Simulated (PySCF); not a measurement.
BiCl2, charge +1, multiplicity 1. Atoms are numbered in the order given.

```xyz
3

Bi     0.0000     0.0000     0.4441
Cl     0.0000    -1.8066    -1.0841
Cl     0.0000     1.8066    -1.0841
```
Charge +1, spin multiplicity 1.

Geometry: B3LYP-D3(BJ)/def2-TZVP. The spin state was assumed, not searched. The isomer is the one that the SMILES or the coordinates give; other isomers of the formula were not compared. The def2 effective core potentials stand for the cores of Bi; spin–orbit coupling is left out.

Computed with PBE0/def2-TZVPD (PySCF).

Isolated molecule, no solvent.

Computed frontier levels, gap, dipole moment and polarisability:
```json
{
 "highest_occupied_level": "-14.60 eV",
 "lowest_empty_level": "-10.11 eV",
 "orbital_gap": "4.49 eV",
 "dipole_moment_about_the_centre_of_nuclear_charge": "2.62 D",
 "mean_static_polarisability": "61.9 bohr³ (9.17 Å³)",
 "polarisability_principal_values": "40.8, 61.0, 83.9 bohr³"
}
```
